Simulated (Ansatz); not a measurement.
C$_{2}$H$_{6}$BNOS at its PBE0-D4/def2-TZVP geometry, where that method's forces vanish. Charge 0, multiplicity 1. The bonds changed during the relaxation, so this is another structure than the one it started from.

```xyz
12

B     0.0487    1.0057   -1.3929
C    -0.0081    0.2143   -0.1487
N    -0.2550    0.8844    1.1489
C     0.1409   -1.1698    0.0461
O     0.3689   -1.8885   -1.0511
S     0.0467   -1.9280    1.5502
H     0.2461    0.4846   -2.4465
H    -0.1086    2.1986   -1.3339
H    -1.1545    1.3586    1.1705
H     0.4710    1.5597    1.3760
H     0.4490   -2.8092   -0.7711
H    -0.2452    0.0898    1.8522
```

What forces (eV/Å) does r2SCAN-D4/def2-TZVPP give on these atoms in Ansatz? (An estimate is asked.)

Computed: 
```
B1   0.000  0.058 -0.065
C2   0.035  0.042 -0.312
N3  -0.043  0.192  0.150
C4  -0.044  0.072  0.270
O5   0.066 -0.151 -0.373
S6  -0.011 -0.092  0.177
H7  -0.007  0.016  0.041
H8   0.004 -0.034  0.005
H9  -0.004  0.023  0.004
H10 -0.003  0.023  0.003
H11  0.003 -0.039  0.017
H12  0.003 -0.110  0.082
```
